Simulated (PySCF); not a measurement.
## Correlation energy of S¹²⁺ (sulfur, charge +12)

Starting occupation: [He] 2s2. Computed with PySCF 2.14 in an even-tempered Gaussian basis (18 s from 0.43 bohr⁻², ratio 2.6; 11 p from 0.55 bohr⁻², ratio 2.6; 7 d from 0.57 bohr⁻², ratio 2.8; 4 f from 13 bohr⁻², ratio 2.8), with X2C-1e with screened-nucleus spin-orbit coupling, Gaussian nucleus. Frozen: nothing; 4 electrons correlated; the 30 highest virtual spinors left out.

MP2 pair energies summed by pair of shells (mhartree):

```tsv
pair	energy	share (%)
2s1/2-2s1/2	-109.62	66.4
1s1/2-1s1/2	-41.24	25.0
1s1/2-2s1/2	-14.16	8.6
```

Total MP2 correlation energy: -165.02 mhartree.

The virtual space was cut to 56 spinors, which keep -154.28 of the -165.02 mhartree of MP2 correlation.

| level | correlation energy (mhartree) |
| --- | --- |
| CCSD | -237.06 |
| (T) | -0.57 |
| CCSD(T) | -237.63 |

Diagnostics: T1 = 0.0016, largest double amplitude 0.142.

Cost of the coupled-cluster step: roughly 15 core-seconds, for 4 occupied and 56 virtual spinors.

Iterations:

```
Init t2, MP2 energy = -0.154278212644296
CCSD nocc = 4, nmo = 60
Init t2, MP2 energy = -0.154278212644296
Init E_corr(GCCSD) = -0.154278212644296
cycle = 1  E_corr(GCCSD) = -0.197985266319818  dE = -0.0437070537  norm(t1,t2) = 0.058287
cycle = 2  E_corr(GCCSD) = -0.218391844172009  dE = -0.0204065779  norm(t1,t2) = 0.0284454
cycle = 3  E_corr(GCCSD) = -0.23726751559773  dE = -0.0188756714  norm(t1,t2) = 0.0137125
cycle = 4  E_corr(GCCSD) = -0.236749392189112  dE = 0.000518123409  norm(t1,t2) = 0.00035542
cycle = 5  E_corr(GCCSD) = -0.237139631345049  dE = -0.000390239156  norm(t1,t2) = 0.000224035
cycle = 6  E_corr(GCCSD) = -0.237060916972578  dE = 7.87143725e-05  norm(t1,t2) = 5.75247e-05
cycle = 7  E_corr(GCCSD) = -0.237059736733243  dE = 1.18023934e-06  norm(t1,t2) = 7.04218e-07
cycle = 8  E_corr(GCCSD) = -0.237059941105522  dE = -2.04372279e-07  norm(t1,t2) = 1.43548e-07
cycle = 9  E_corr(GCCSD) = -0.237059932801021  dE = 8.30450095e-09  norm(t1,t2) = 4.45145e-09
GCCSD converged
E(GCCSD) = -296.90422812477  E_corr = -0.2370599328010211
```

The coupled-cluster values are those of the cut space; adding the MP2 remainder, -10.74 mhartree, estimates the full space.
